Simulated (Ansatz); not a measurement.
Reaction (substitution at a C–O bond): `C[O][Ga]([CH3])[NH2]` + `FC1NCO1` → `CN1COC1F` + `[CH3][Ga]([NH2])[OH]`

Program: Ansatz. Geometries: PBE0-D4/def2-TZVP. ΔE: electronic, gas phase. CCSD(T)/CBS adds triple-zeta CCSD(T) − MP2 to the extrapolated MP2 energy (def2 sets, frozen cores). DFT in def2-TZVPP. For Ga outer-core shells are correlated without core-valence functions, which leaves a few kJ/mol of doubt a bond. Scalar relativity is left out up to krypton. Each species was taken in one conformer, which may not be the lowest.

```csv
level,ΔE (kJ/mol)
PBE-D4,-39.8
ωB97X-V,-40.3
SCS-MP2/def2-QZVPP,-44.6
MP2/CBS(def2),-49.3
```

(1) What does CCSD(T)/CBS give? (Estimate.)

Largest T1 diagnostic among the species: 0.013.

Answers

(1) Computed: -44.1 kJ/mol. The listed levels differ from it by 4.3, 3.8, -0.5, -5.2 kJ/mol.

In def2-TZVPP, CCSD(T) changes the Hartree–Fock value by −8.1 kJ/mol (the triples alone add −1.1 kJ/mol) and MP2 by −13.2 kJ/mol.
